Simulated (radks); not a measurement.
Problem. Coherent X-ray form factor from a spherical all-electron density. Method: Dirac Kohn-Sham, PBE, spin-unpolarised, spherical densities, finite nucleus; Fermi nuclear charge, rms radius of each element as measured or else 0.836 A^(1/3) + 0.57 fm; computed with a radial shooting solver on a logarithmic mesh with Libxc functionals.

sin(theta)/lambda (1/angstrom)  f0 (electrons)
0.05                                    17.649
0.1                                     16.678
0.15                                    15.302
0.2                                     13.771
0.25                                    12.292
0.3                                     10.992
0.4                                      9.070
0.5                                      7.888
0.6                                      7.118
0.8                                      5.950
1                                        4.850
1.25                                     3.630
1.5                                      2.725
2                                        1.754

The species is in the configuration that NIST lists as its ground one. Which atom or ion scatters so?

Solution. The potassium ion K+, [Ar]. Extrapolating in s^2 from the first two rows gives f0(0) = 18.0, near the electron count 18; among species with that count, the fall with angle is slower the higher Z, and the table is that of Z = 19; from so few rows the species is fixed only to a neighbour or two.
